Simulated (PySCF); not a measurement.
**Computed properties of C₃H₅FOSi, SMILES F[Si@H]1C=CCO1**

C3H5FOSi, SMILES F[Si@H]1C=CCO1. Geometry optimised at B3LYP-D3(BJ)/def2-SVP. The structure was generated by enumeration; whether it is a known compound was not checked. Other conformers were not sampled. All values are computed for the isolated molecule unless a solvent is named; none is compared with measurement here.

**Structure.** All 27 harmonic modes at B3LYP-D3(BJ)/def2-SVP (PySCF) are real, so it is a minimum. With heavy atoms numbered as in [F:1][Si@H:2]1[CH:3]=[CH:4][CH2:5][O:6]1, the shortest bond between them is C3–C4 at 1.346 Å and the longest Si2–C3 at 1.854 Å.

**Vibrations.** The strongest infrared lines (harmonic, unscaled, degenerate partners summed) lie at 939 cm⁻¹ (232 km/mol, Si 40 %, H 31 %, F 20 %), 2294 cm⁻¹ (147 km/mol, H 97 %), 1061 cm⁻¹ (113 km/mol, H 64 %, O 17 %, C 16 %). The softest mode is at 135 cm⁻¹ and the zero-point energy is 48.6 kcal/mol.

**Electronic structure.** HF/def2-TZVP (PySCF) places the frontier levels at -10.58 and 2.99 eV, a gap of 13.57 eV, and gives a dipole moment of 3.03 D and a mean polarisability of 53.9 bohr³. PBE/def2-TZVP (PySCF) at the same geometry gives -6.90 and -1.70 eV, so its gap is 8.37 eV narrower. An orbital gap is neither the optical nor the fundamental gap.

**Excitations.** TDDFT-B3LYP/def2-SVPD (PySCF) has S1 at 6.38 eV (194 nm, f = 0.086, bright); the most intense of the 10 singlets computed lies at 7.03 eV (f = 0.14). T1 (TDA) is at 4.34 eV. TDDFT-PBE/def2-SVPD (PySCF) puts S1 at 5.55 eV. No vertical singlet excitation falls in the visible range (under 3.1 eV).

**NMR.** GIAO shifts at PBE0/pcSseg-1 (PySCF) (non-relativistic, atoms alike by connectivity averaged): ¹³C from 78.3 to 170.3 ppm against TMS; ¹H from 5.0 to 7.8 ppm against TMS; ²⁹Si at 2.3 ppm against TMS; ¹⁹F at -141.5 ppm against CFCl3.

**Solvation.** SMD-M06-2X/6-31G* (PySCF) gives -2.4 kcal/mol in water, -3.4 kcal/mol in benzene, -4.3 kcal/mol in ethylethanoate (1 M in both phases, gas-phase geometry); of these solvents ethylethanoate holds the molecule best.
